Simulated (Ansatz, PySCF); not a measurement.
Reaction (SMILES): [SiH3]c1ccoc1 + 5 C (CH4) + O (H2O) -> 2 C=C (C2H4) [ethene] + CC (C2H6) + 2 CO (CH4O) [methanol] + C[SiH3] [methylsilane]
Geometries: B3LYP-D3(BJ)/def2-TZVP minima from Ansatz (a program for electronic structure). Frequencies are from Ansatz or PySCF. Unstable Hartree-Fock reference: [SiH3]c1ccoc1.
Geometry of the first species:
```xyz
12

Si     2.0658     0.1328     0.1515
C      0.2200     0.0320     0.0262
C     -0.7780     0.9562     0.5119
C     -1.9845     0.4444     0.1778
O     -1.8291    -0.7375    -0.4846
C     -0.4924    -0.9667    -0.5648
H      2.6520    -1.0607    -0.5016
H      2.5757     1.3540    -0.5162
H      2.4986     0.1753     1.5685
H     -0.6037     1.8788     1.0399
H     -2.9982     0.7719     0.3256
H     -0.2028    -1.8735    -1.0668
```
Charge 0, spin multiplicity 1.

Property: bond separation energy (enthalpy at 298 K, with B3LYP-D3(BJ) rigid-rotor harmonic-oscillator terms), in kcal/mol. Correlated levels leave the core frozen unless marked. No spin-orbit coupling. Non-relativistic. CBS marks a two-point X^-3 extrapolation of the correlation energy; Hartree-Fock from the larger set. [CCSD(T)-MP2]/basis is that difference in the basis named.

RI-MP2/CBS(cc-pV(T+d)Z,cc-pV(Q+d)Z)+[CCSD(T)-MP2]/cc-pV(T+d)Z (Ansatz) gives 49.4 kcal/mol.

### Question
Another calculation gave 54.3 kcal/mol. Which level was it?
A) B3LYP/def2-TZVPD (Ansatz)
B) B97M-V/def2-TZVPD (Ansatz)
C) B2GP-PLYP/def2-TZVPD (Ansatz)
D) BHLYP/def2-TZVPD (Ansatz)

### Answer
B, B97M-V/def2-TZVPD (Ansatz). The others give 51.2 (B2GP-PLYP), 47.8 (B3LYP), 44.7 (BHLYP) kcal/mol.
